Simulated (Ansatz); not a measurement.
`C[SiH](O)[SnH3]`, charge 0, multiplicity 1.

Question: Give a relaxed structure at PBE0-D4/def2-TZVP (Ansatz). (An estimate is asked.)

Answer: Ansatz gave: 
Z-matrix (Å, degrees):
```
C
Si 1 1.867
H 1 1.093 2 111.7
H 1 1.094 2 110.2 3 -119.8
H 1 1.093 2 110.4 3 120.7
O 2 1.655 1 112.2 3 -64.7
Sn 2 2.578 1 109.9 3 58.9
H 2 1.486 1 109.7 3 179.5
H 6 0.958 2 117.8 1 69.7
H 7 1.709 2 112.8 1 169.0
H 7 1.715 2 110.4 1 -71.4
H 7 1.711 2 112.0 1 47.5
```
This is one stationary point; other conformers may exist.
